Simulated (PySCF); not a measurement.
Structure with atom numbers: `[CH3:1][N:2]([CH3:3])[c:4]1[cH:5][cH:6][o:7][cH:8]1` (H(Xn): hydrogen on atom n).

GIAO PBE0/pcSseg-1 shifts (PySCF 2.14, gas phase, non-relativistic, equivalent atoms averaged), each against references optimised in the same way as the molecule (TMS, NH3, H2O).

On the GFN2-xTB geometry: C6 147.3, C4 146.6, C8 127.5, C5 108.0, C1/C3 42.5, N2 53.4, O7 278.3, H(C6) 7.33, H(C8) 6.95, H(C5) 6.31, H(C1)/H(C3) 2.73 ppm.

**Question.** What changes on the PBE0-D3(BJ)/def2-SVP geometry?

**Answer.** 
```csv
atoms,δ (ppm),change
C6,146.0,-1.3
C4,144.9,-1.7
C8,125.3,-2.2
C5,106.8,-1.2
C1/C3,40.8,-1.7
N2,50.3,-3.1
O7,278.2,-0.1
H(C6),7.18,-0.15
H(C8),6.76,-0.19
H(C5),6.23,-0.08
H(C1)/H(C3),2.59,-0.14
```

Bonds between heavy atoms that differ most (equivalent bonds averaged): C4–C5 1.427 → 1.439 Å, C1–N2 1.445 → 1.438 Å, C8–C4 1.371 → 1.376 Å, C5–C6 1.359 → 1.363 Å, O7–C8 1.355 → 1.359 Å. Mean change of bonds to hydrogen: C–H +0.013 Å.
